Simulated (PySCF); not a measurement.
**Orbital picture of RhBr**

r²SCAN at R = 2.390 Å; basis Rh def2-TZVPP with ECP28, Br def2-TZVPP; scalar-relativistic core potentials; PySCF 2.14. State: ³Δ (triplet), unpaired electrons σ ↑, δ ↑. Only the outer orbitals are listed, counted within each symmetry, core potentials removing the inner ones.

```json
{"spin": "α", "orbital": "10σ", "occ.": "1", "ε (eV)": "-9.00", "on Rh (%)": "51", "main shells (%)": "48 Rh d, 47 Br p"}
{"spin": "α", "orbital": "2δ", "occ.": "1", "ε (eV)": "-8.00", "on Rh (%)": "100", "main shells (%)": "100 Rh d"}
{"spin": "α", "orbital": "5π", "occ.": "1", "ε (eV)": "-7.66", "on Rh (%)": "58", "main shells (%)": "58 Rh d, 41 Br p"}
{"spin": "α", "orbital": "5π", "occ.": "1", "ε (eV)": "-7.66", "on Rh (%)": "58", "main shells (%)": "58 Rh d, 41 Br p"}
{"spin": "α", "orbital": "2δ", "occ.": "1", "ε (eV)": "-6.93", "on Rh (%)": "100", "main shells (%)": "100 Rh d"}
{"spin": "α", "orbital": "11σ", "occ.": "1", "ε (eV)": "-6.64", "on Rh (%)": "71", "main shells (%)": "41 Rh d, 29 Rh s, 29 Br p"}
{"spin": "α", "orbital": "6π", "occ.": "1", "ε (eV)": "-5.85", "on Rh (%)": "44", "main shells (%)": "56 Br p, 42 Rh d"}
{"spin": "α", "orbital": "6π", "occ.": "1", "ε (eV)": "-5.85", "on Rh (%)": "44", "main shells (%)": "56 Br p, 42 Rh d"}
{"spin": "α", "orbital": "12σ", "occ.": "0", "ε (eV)": "-3.52", "on Rh (%)": "85", "main shells (%)": "61 Rh s, 18 Rh p, 14 Br p"}
{"spin": "α", "orbital": "7π", "occ.": "0", "ε (eV)": "-0.55", "on Rh (%)": "98", "main shells (%)": "98 Rh p"}
{"spin": "α", "orbital": "7π", "occ.": "0", "ε (eV)": "-0.55", "on Rh (%)": "98", "main shells (%)": "98 Rh p"}
{"spin": "β", "orbital": "10σ", "occ.": "1", "ε (eV)": "-8.34", "on Rh (%)": "25", "main shells (%)": "73 Br p, 17 Rh d"}
{"spin": "β", "orbital": "5π", "occ.": "1", "ε (eV)": "-7.35", "on Rh (%)": "41", "main shells (%)": "58 Br p, 40 Rh d"}
{"spin": "β", "orbital": "5π", "occ.": "1", "ε (eV)": "-7.35", "on Rh (%)": "41", "main shells (%)": "58 Br p, 40 Rh d"}
{"spin": "β", "orbital": "2δ", "occ.": "1", "ε (eV)": "-6.10", "on Rh (%)": "100", "main shells (%)": "100 Rh d"}
{"spin": "β", "orbital": "6π", "occ.": "1", "ε (eV)": "-5.49", "on Rh (%)": "60", "main shells (%)": "59 Rh d, 39 Br p"}
{"spin": "β", "orbital": "6π", "occ.": "1", "ε (eV)": "-5.49", "on Rh (%)": "60", "main shells (%)": "59 Rh d, 39 Br p"}
{"spin": "β", "orbital": "11σ", "occ.": "0", "ε (eV)": "-4.22", "on Rh (%)": "93", "main shells (%)": "64 Rh d, 28 Rh s"}
{"spin": "β", "orbital": "2δ", "occ.": "0", "ε (eV)": "-4.22", "on Rh (%)": "100", "main shells (%)": "100 Rh d"}
{"spin": "β", "orbital": "12σ", "occ.": "0", "ε (eV)": "-2.95", "on Rh (%)": "88", "main shells (%)": "55 Rh s, 21 Rh p, 12 Rh d"}
```

**Question.** Which are the highest filled and the lowest empty level, where do they sit, and how wide is the gap?

**Answer.** Highest filled β 6π at -5.49 eV (in %: 59 Rh d, 39 Br p); lowest empty β 11σ at -4.22 eV (in %: 64 Rh d, 28 Rh s); the gap at r²SCAN is 1.27 eV.

| Quantity | Value |
| --- | --- |
| bond order (Mayer) | 1.07 |
| ⟨S²⟩ | 2.007 |
| charge on Rh (Mulliken, basis-dependent) | 0.39 |
| charge on Rh (Löwdin, basis-dependent) | 0.05 |
| dipole moment (positive dipole means Rh(−)Br(+)) | -4.67 D |

Spin–orbit coupling is left out. With d or f electrons several states lie close, and the lowest PBE0 determinant need not be the measured ground state.
